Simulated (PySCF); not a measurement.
# Sb (antimony, neutral) across methods

[Kr] 4d10 5s1 5p4, high-spin 4P determinant (an excited configuration). Calculation: PySCF 2.14, in x2c-QZVPPall; scalar relativity by spin-free X2C-1e.

| method | E (hartree) | mean ε 5s α (eV) | mean ε 5p α (eV) | mean ε 5p β (eV) | Σ⟨r²⟩ (bohr²) | ⟨S²⟩ |
| --- | --- | --- | --- | --- | --- | --- |
| r2SCAN | -6480.54 | -15.193 | -6.530 | -4.419 | 63.34 | 3.767 |
| UHF | -6477.76680 | -21.419 | -10.108 | -5.742 | 65.03 | 3.792 |
| PW91 | -6481.03 | -14.433 | -6.133 | -4.450 | 63.42 | 3.756 |
| M06-2X | -6481.11 | -18.263 | -8.329 | -5.309 | 63.45 | 3.777 |
| PBE0 | -6480.18 | -16.282 | -7.218 | -5.040 | 63.38 | 3.759 |
| LDA | -6474.35 | -14.547 | -6.176 | -4.552 | 63.35 | 3.755 |
| TPSSh | -6480.26 | -15.279 | -6.632 | -4.635 | 63.33 | 3.758 |
| PBE | -6480.09 | -14.371 | -6.094 | -4.412 | 63.50 | 3.756 |
